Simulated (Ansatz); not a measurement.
Geometry optimisation, RKS PBE-D4/def2-SVP in Ansatz 0.2.0.

input.yaml

```yaml
crystal:
  periodic: [false, false, false]
  atoms:
    - { symbol: B, position_ang: [-0.7791, 1.3151, 0.4316] }
    - { symbol: C, position_ang: [0.1533, 0.285, -0.221] }
    - { symbol: S, position_ang: [1.4247, 1.168, -1.1507] }
    - { symbol: As, position_ang: [1.0626, -0.7862, 1.2068] }
    - { symbol: Se, position_ang: [-0.8375, -0.8605, -1.4686] }
    - { symbol: H, position_ang: [-1.4175, 2.1254, -0.2792] }
    - { symbol: H, position_ang: [-0.9636, 1.4147, 1.593] }
    - { symbol: H, position_ang: [2.1284, -0.0024, -1.5637] }
    - { symbol: H, position_ang: [-0.3323, -1.5422, 1.5817] }
    - { symbol: H, position_ang: [1.4779, -1.8964, 0.2352] }
    - { symbol: H, position_ang: [-1.8516, -1.2776, -0.3444] }
basis:
  gaussian: { orbitals: def2-SVP }
hamiltonian:
  xc: pbe
  dispersion: d4
relax:
  f_tol: 0.015
  max_steps: 40
```

Launched with:

```bash
$ ansatz run input.yaml --threads 2 --pin off --max-ram 3072MiB --backend cpu --events-out ev --progress --plain --runs-dir out
```

Problem. Where does it end, and by what steps?

Solution. The forces met the threshold. After 12 steps the energy has fallen by 1.016 eV; Se5 moved furthest, 0.76 Å. Joined: B1–Se5.

```json
{"step": "0", "energy less start (eV)": "0.0000", "largest force component (eV/Å)": "1.548", "accepted": "yes"}
{"step": "1", "energy less start (eV)": "-0.3904", "largest force component (eV/Å)": "0.669", "accepted": "yes"}
{"step": "2", "energy less start (eV)": "-0.5511", "largest force component (eV/Å)": "0.418", "accepted": "yes"}
{"step": "3", "energy less start (eV)": "-0.7177", "largest force component (eV/Å)": "0.752", "accepted": "yes"}
{"step": "4", "energy less start (eV)": "-0.9179", "largest force component (eV/Å)": "0.792", "accepted": "yes"}
{"step": "5", "energy less start (eV)": "-0.9630", "largest force component (eV/Å)": "0.517", "accepted": "yes"}
{"step": "6", "energy less start (eV)": "-0.9970", "largest force component (eV/Å)": "0.308", "accepted": "yes"}
{"step": "7", "energy less start (eV)": "-0.9969", "largest force component (eV/Å)": "0.456", "accepted": "no"}
{"step": "8", "energy less start (eV)": "-1.0139", "largest force component (eV/Å)": "0.117", "accepted": "yes"}
{"step": "9", "energy less start (eV)": "-1.0038", "largest force component (eV/Å)": "0.213", "accepted": "no"}
{"step": "10", "energy less start (eV)": "-1.0125", "largest force component (eV/Å)": "0.120", "accepted": "no"}
{"step": "11", "energy less start (eV)": "-1.0162", "largest force component (eV/Å)": "0.027", "accepted": "yes"}
{"step": "12", "energy less start (eV)": "-1.0163", "largest force component (eV/Å)": "0.006", "accepted": "yes"}
```

```xyz
11
Properties=species:S:1:pos:R:3
B -0.913 1.241 0.242
C 0.336 0.353 -0.126
S 1.514 1.105 -1.227
As 1.164 -0.825 1.231
Se -1.341 -0.364 -1.181
H -1.066 2.298 -0.345
H -1.502 1.023 1.285
H 2.218 -0.014 -1.584
H -0.132 -1.558 1.631
H 1.558 -1.957 0.254
H -1.771 -1.358 -0.160
```

Whether the end is a true minimum wasn't checked by a vibrational analysis.

Run time: 20 s on 2 threads of AMD EPYC 9R45 96-Core Processor (Zen 5), with other jobs on the host, peak memory 0.24 GiB.
